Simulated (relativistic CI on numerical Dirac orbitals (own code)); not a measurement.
Calculated at this level of theory: Dirac-Coulomb-Breit CI, separate exchange-only KLI orbitals for each configuration, QED by a radiative potential, unscaled Slater integrals (own radial code, finite nucleus).

The strongest absorption lines from the ground level of an ion, among the configurations computed and to levels below about 7580 eV (vacuum wavelength in nm, gf): 0.18534 (0.46), 0.18677 (0.5), 0.19124 (1.2), 0.19125 (1.3), 0.19133 (1.5), 0.19227 (1.8), 0.20724 (4.2), 0.20771 (1.4).

Which ion is it?
A. Nd50+
B. Nd52+
C. Ba48+
D. Te44+

B. Nd52+ has 8 electrons and the ground level 2s2 2p4 3P_2; the strongest line goes to 2s2 2p3 3d 3D°_3. The pattern of lines fixes the number of electrons, and along that sequence the line energies rise steadily with the charge (about as its square where n changes within one kind of shell, about linearly where n is kept but much faster in heavy ions where fine structure, which grows about as Z⁴, sets the gap, and irregularly where shells cross), which fixes Z. Configurations outside the model, such as inner-shell arrays, can give stronger lines. At this charge energies of transitions that change n are usually good to better than 1 %, and those within a shell (Δn = 0) to a few per cent.

LS names give the leading component of a level, which can be under half, so a name can repeat, a term be missing and a line seem to break the LS rules.
